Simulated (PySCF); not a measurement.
PySCF job for C4H8Cl, SMILES [CH2]C(C)(C)Cl, multiplicity 2, TDA-M06-2X/def2-SVPD. Geometry: B3LYP-D3(BJ)/def2-SVP. The isomer is the one that the SMILES or the coordinates give; other isomers of the formula were not compared.

```python
import numpy as np
from pyscf import gto, scf, dft, tdscf

mol = gto.M(
    atom='''
    C     0.69377057    1.51902691    0.00000000
    C     0.43805194    0.07281820   -0.00000000
    C     0.90195901   -0.62927507    1.26968436
    C     0.90195901   -0.62927507   -1.26968435
    Cl   -1.47770879   -0.07806634   -0.00000000
    H     0.67674886    2.07717387    0.93904478
    H     0.67674885    2.07717387   -0.93904478
    H     0.49320655   -0.13618678    2.16306823
    H     0.58035469   -1.68035688    1.27387531
    H     2.00299305   -0.59695122    1.32400893
    H     0.58035470   -1.68035688   -1.27387531
    H     0.49320655   -0.13618678   -2.16306822
    H     2.00299305   -0.59695122   -1.32400893
    ''',
    basis='def2-SVPD',
    charge=0,
    spin=1,
    max_memory=1600,
    verbose=4,
)
mf = dft.UKS(mol, xc='m06-2x').density_fit(auxbasis='def2-universal-jkfit')
mf.grids.level = 4
mf.conv_tol = 1e-9
mf.max_cycle = 100
mf.kernel()
fine, coarse = mf.grids, dft.Grids(mol).set(level=1).build(with_non0tab=True)
for _ in range(3):  # follow internal instabilities
    mf.grids = coarse
    mo, _, stable, _ = mf.stability(return_status=True, nroots=4)
    mf.grids = fine
    if stable:
        break
    mf.kernel(mf.make_rdm1(mo, mf.mo_occ))
mf.grids = dft.Grids(mol).set(level=2).build(with_non0tab=True)  # coarser grid for the response kernel
td = tdscf.TDA(mf)
td.nstates = 10
td.conv_tol = 1e-4
td.positive_eig_threshold = 1e-6
td.kernel(x0=td.get_init_guess(mf, 15))
td.analyze()
```

Output:

```
PySCF version 2.14.0

[INPUT] verbose = 4
[INPUT] num. atoms = 13
[INPUT] num. electrons = 49
[INPUT] charge = 0
[INPUT] spin (= nelec alpha-beta = 2S) = 1
[INPUT] symmetry False subgroup None
[INPUT] Mole.unit = angstrom
[INPUT] Symbol           X                Y                Z      unit          X                Y                Z       unit  Magmom
[INPUT]  1 C      0.693770570000   1.519026910000   0.000000000000 AA    1.311036370583   2.870544835744   0.000000000000 Bohr   0.0
[INPUT]  2 C      0.438051940000   0.072818200000   0.000000000000 AA    0.827798194934   0.137606454884   0.000000000000 Bohr   0.0
[INPUT]  3 C      0.901959010000  -0.629275070000   1.269684360000 AA    1.704455504484  -1.189157539317   2.399355705044 Bohr   0.0
[INPUT]  4 C      0.901959010000  -0.629275070000  -1.269684350000 AA    1.704455504484  -1.189157539317  -2.399355686146 Bohr   0.0
[INPUT]  5 Cl    -1.477708790000  -0.078066340000   0.000000000000 AA   -2.792464904962  -0.147524002147   0.000000000000 Bohr   0.0
[INPUT]  6 H      0.676748860000   2.077173870000   0.939044780000 AA    1.278870000512   3.925289727403   1.774537452902 Bohr   0.0
[INPUT]  7 H      0.676748850000   2.077173870000  -0.939044780000 AA    1.278869981614   3.925289727403  -1.774537452902 Bohr   0.0
[INPUT]  8 H      0.493206550000  -0.136186780000   2.163068230000 AA    0.932025302342  -0.257355715986   4.087606543448 Bohr   0.0
[INPUT]  9 H      0.580354690000  -1.680356880000   1.273875310000 AA    1.096711419207  -3.175414294729   2.407275452745 Bohr   0.0
[INPUT] 10 H      2.002993050000  -0.596951220000   1.324008930000 AA    3.785108293907  -1.128074315525   2.502014264178 Bohr   0.0
[INPUT] 11 H      0.580354700000  -1.680356880000  -1.273875310000 AA    1.096711438104  -3.175414294729  -2.407275452745 Bohr   0.0
[INPUT] 12 H      0.493206550000  -0.136186780000  -2.163068220000 AA    0.932025302342  -0.257355715986  -4.087606524550 Bohr   0.0
[INPUT] 13 H      2.002993050000  -0.596951220000  -1.324008930000 AA    3.785108293907  -1.128074315525  -2.502014264178 Bohr   0.0

nuclear repulsion = 227.819114067682
number of shells = 75
number of NR pGTOs = 245
number of NR cGTOs = 171
basis = def2-SVPD
ecp = {}


[settings echo left out]
init E= -617.352202276329
  alpha nocc = 25  HOMO = -0.191764184150276  LUMO = -0.0181328531450187
  beta  nocc = 24  HOMO = -0.365632247398149  LUMO = -0.191764184150276

WARN: HOMO -0.191764184150276 >= LUMO -0.191764184150276

cycle= 1 E= -616.999446463026  delta_E= 0.353  |g|= 0.246  |ddm|= 4.21
  alpha nocc = 25  HOMO = -0.276350154956217  LUMO = 0.0174642964806599
  beta  nocc = 24  HOMO = -0.302322873986679  LUMO = -0.0802826257027855
  HOMO = -0.276350154956  LUMO = -0.0802826257028  gap/eV = 5.33527
cycle= 2 E= -617.009517017084  delta_E= -0.0101  |g|= 0.251  |ddm|= 1.49
  alpha nocc = 25  HOMO = -0.272425731102627  LUMO = 0.0255403771684337
  beta  nocc = 24  HOMO = -0.347522239158715  LUMO = -0.0565049671486708
  HOMO = -0.272425731103  LUMO = -0.0565049671487  gap/eV = 5.87550
cycle= 3 E= -617.042020363598  delta_E= -0.0325  |g|= 0.0355  |ddm|= 0.576
  alpha nocc = 25  HOMO = -0.28422484925158  LUMO = 0.0238651487874528
  beta  nocc = 24  HOMO = -0.355620493705024  LUMO = -0.0589014072507852
  HOMO = -0.284224849252  LUMO = -0.0589014072508  gap/eV = 6.13136
cycle= 4 E= -617.042933817069  delta_E= -0.000913  |g|= 0.0188  |ddm|= 0.156
  alpha nocc = 25  HOMO = -0.282881717659513  LUMO = 0.024925540977613
  beta  nocc = 24  HOMO = -0.352444157237113  LUMO = -0.0540887120061986
  HOMO = -0.28288171766  LUMO = -0.0540887120062  gap/eV = 6.22577
cycle= 5 E= -617.043204396646  delta_E= -0.000271  |g|= 0.00474  |ddm|= 0.0534
  alpha nocc = 25  HOMO = -0.283149612117312  LUMO = 0.0248492971559116
  beta  nocc = 24  HOMO = -0.352213381323985  LUMO = -0.0526910978914432
  HOMO = -0.283149612117  LUMO = -0.0526910978914  gap/eV = 6.27110
cycle= 6 E= -617.043240370998  delta_E= -3.6e-05  |g|= 0.00224  |ddm|= 0.0259
  alpha nocc = 25  HOMO = -0.284089966435264  LUMO = 0.0247866800846808
  beta  nocc = 24  HOMO = -0.352433204865791  LUMO = -0.0528388961377937
  HOMO = -0.284089966435  LUMO = -0.0528388961378  gap/eV = 6.29266
cycle= 7 E= -617.043246890973  delta_E= -6.52e-06  |g|= 0.000689  |ddm|= 0.00944
  alpha nocc = 25  HOMO = -0.283981659446428  LUMO = 0.0248321428225382
  beta  nocc = 24  HOMO = -0.352476154997171  LUMO = -0.0525966373147866
  HOMO = -0.283981659446  LUMO = -0.0525966373148  gap/eV = 6.29631
cycle= 8 E= -617.043247552016  delta_E= -6.61e-07  |g|= 0.000212  |ddm|= 0.00345
  alpha nocc = 25  HOMO = -0.284024440357678  LUMO = 0.0248354367445733
  beta  nocc = 24  HOMO = -0.352456140267756  LUMO = -0.0526224611244483
  HOMO = -0.284024440358  LUMO = -0.0526224611244  gap/eV = 6.29677
cycle= 9 E= -617.043247617407  delta_E= -6.54e-08  |g|= 7.48e-05  |ddm|= 0.001
  alpha nocc = 25  HOMO = -0.284021348631164  LUMO = 0.0248356290973737
  beta  nocc = 24  HOMO = -0.352463705909634  LUMO = -0.0526236875668618
  HOMO = -0.284021348631  LUMO = -0.0526236875669  gap/eV = 6.29665
cycle= 10 E= -617.04324762857  delta_E= -1.12e-08  |g|= 3.18e-05  |ddm|= 0.000462
  alpha nocc = 25  HOMO = -0.284017690404722  LUMO = 0.0248374402782101
  beta  nocc = 24  HOMO = -0.352455006303228  LUMO = -0.052622509158001
  HOMO = -0.284017690405  LUMO = -0.052622509158  gap/eV = 6.29658
cycle= 11 E= -617.043247630289  delta_E= -1.72e-09  |g|= 1.12e-05  |ddm|= 0.000198
  alpha nocc = 25  HOMO = -0.284018126483265  LUMO = 0.0248372671255574
  beta  nocc = 24  HOMO = -0.352457573376136  LUMO = -0.0526224611784745
  HOMO = -0.284018126483  LUMO = -0.0526224611785  gap/eV = 6.29660
cycle= 12 E= -617.043247630488  delta_E= -1.99e-10  |g|= 4.29e-06  |ddm|= 6.82e-05
  alpha nocc = 25  HOMO = -0.284017958313624  LUMO = 0.0248370892101013
  beta  nocc = 24  HOMO = -0.352456100297486  LUMO = -0.0526223119388027
  HOMO = -0.284017958314  LUMO = -0.0526223119388  gap/eV = 6.29660
Extra cycle  E= -617.043247630507  delta_E= -1.93e-11  |g|= 2.9e-06  |ddm|= 2.4e-05
converged SCF energy = -617.043247630507  <S^2> = 0.75727952  2S+1 = 2.0072663
tot grids = 46816
uhf_internal: lowest eigs of H = [0.33133758 0.3436219  0.37642893 0.43746195]
<class 'pyscf.df.df_jk.DFUKS'> wavefunction is stable in the internal stability analysis
tot grids = 99560
Overwritten attributes  positive_eig_threshold  of <class 'pyscf.tdscf.uks.TDA'>


******** <class 'pyscf.tdscf.uks.TDA'> for <class 'pyscf.df.df_jk.DFUKS'> ********
nstates = 10
deg_eia_thresh = 1.000e-03
wfnsym = None
conv_tol = 0.0001
eigh lindep = 1e-12
eigh level_shift = 0
eigh max_cycle = 100


Excitation energies (eV)
[4.64692727 4.67219379 5.3848776  6.015891   6.03494528 6.10225774
 6.63005935 6.68692866 6.91086334 7.20914707]

** Excitation energies and oscillator strengths **
Excited State   1:      4.64693 eV    266.81 nm  f=0.0013
      25a ->   27a      0.19931
      22b ->   25b     -0.10154
      23b ->   25b      0.90136
      23b ->   26b      0.20089
      23b ->   27b     -0.18901
Excited State   2:      4.67219 eV    265.37 nm  f=0.0002
      24b ->   25b      0.93027
      24b ->   26b      0.21193
      24b ->   27b     -0.21118
      24b ->   30b     -0.10207
Excited State   3:      5.38488 eV    230.25 nm  f=0.0388
      25a ->   26a      0.31368
      25a ->   27a     -0.80759
      25a ->   30a     -0.15957
      25a ->   33a      0.10227
      22b ->   25b      0.29306
      23b ->   25b      0.22619
Excited State   4:      6.01589 eV    206.09 nm  f=0.0006
      23a ->   27a      0.14312
      25a ->   26a      0.48523
      25a ->   27a      0.37764
      25a ->   28a     -0.24667
      16b ->   25b      0.16710
      20b ->   25b     -0.36624
      22b ->   25b      0.54248
Excited State   5:      6.03495 eV    205.44 nm  f=0.0015
      15b ->   25b     -0.27080
      18b ->   25b     -0.26098
      19b ->   25b     -0.58353
      21b ->   25b      0.66982
Excited State   6:      6.10226 eV    203.18 nm  f=0.0484
      23a ->   27a      0.18463
      25a ->   26a     -0.68431
      25a ->   27a     -0.14106
      25a ->   28a      0.25603
      16b ->   25b      0.13060
      20b ->   25b     -0.34540
      22b ->   25b      0.44543
Excited State   7:      6.63006 eV    187.00 nm  f=0.0003
      24a ->   26a      0.35759
      24a ->   27a     -0.81922
      24a ->   30a     -0.16853
      24a ->   33a      0.14451
      24a ->   37a      0.10193
      24b ->   25b      0.19245
      24b ->   26b     -0.10169
      24b ->   27b      0.19692
Excited State   8:      6.68693 eV    185.41 nm  f=0.0327
      23a ->   26a     -0.15883
      23a ->   27a      0.37956
      25a ->   27a      0.12469
      16b ->   25b     -0.11724
      17b ->   25b     -0.12847
      20b ->   25b      0.70217
      22b ->   25b      0.38758
      22b ->   27b     -0.10120
      23b ->   26b     -0.11950
      23b ->   27b      0.15930
Excited State   9:      6.91086 eV    179.40 nm  f=0.0415
      23a ->   26a     -0.26694
      23a ->   27a      0.62046
      23a ->   30a      0.13157
      23a ->   33a     -0.11177
      25a ->   26a      0.11872
      25a ->   27a     -0.14151
      22b ->   25b     -0.35032
      23b ->   25b     -0.21275
      23b ->   26b      0.23427
      23b ->   27b     -0.42031
      23b ->   33b      0.11483
Excited State  10:      7.20915 eV    171.98 nm  f=0.0003
      25a ->   26a      0.33730
      25a ->   28a      0.86003
      25a ->   30a      0.10547
      25a ->   32a      0.18259
      25a ->   33a     -0.16350
      25a ->   35a     -0.14974

** Transition electric dipole moments (AU) **
state          X           Y           Z        Dip. S.      Osc.
  1        -0.0796     -0.0739      0.0000      0.0118      0.0013
  2        -0.0000     -0.0000     -0.0387      0.0015      0.0002
  3        -0.3198     -0.4375     -0.0000      0.2937      0.0388
  4         0.0306      0.0588      0.0000      0.0044      0.0006
  5        -0.0000      0.0000     -0.1021      0.0104      0.0015
  6         0.5610      0.0953     -0.0000      0.3238      0.0484
  7         0.0000      0.0000     -0.0430      0.0019      0.0003
  8         0.3595      0.2652      0.0000      0.1995      0.0327
  9        -0.4655     -0.1689      0.0000      0.2452      0.0415
 10        -0.0387     -0.0204     -0.0000      0.0019      0.0003

** Transition velocity dipole moments (imaginary part, AU) **
state          X           Y           Z        Dip. S.      Osc.
  1         0.0153     -0.0336      0.0000      0.0014      0.0053
  2         0.0000     -0.0000     -0.0397      0.0016      0.0061
  3        -0.0218     -0.0637     -0.0000      0.0045      0.0153
  4        -0.0468      0.0049      0.0000      0.0022      0.0067
  5        -0.0000      0.0000     -0.0183      0.0003      0.0010
  6         0.0996      0.0173     -0.0000      0.0102      0.0304
  7         0.0000      0.0000     -0.0506      0.0026      0.0070
  8         0.0350      0.0622      0.0000      0.0051      0.0138
  9        -0.0601     -0.0084      0.0000      0.0037      0.0097
 10         0.0202     -0.0063     -0.0000      0.0004      0.0011

** Transition magnetic dipole moments (imaginary part, AU) **
state          X           Y           Z
  1        -0.0000      0.0000      0.0648
  2         0.0929     -0.2052      0.0000
  3         0.0000      0.0000      0.6323
  4        -0.0000     -0.0000     -0.6776
  5         0.1449      0.5630     -0.0000
  6         0.0000      0.0000      0.2879
  7         0.0347     -0.1066      0.0000
  8        -0.0000     -0.0000      0.2308
  9         0.0000      0.0000     -0.0222
 10        -0.0000     -0.0000     -0.2621
```

The run converged.
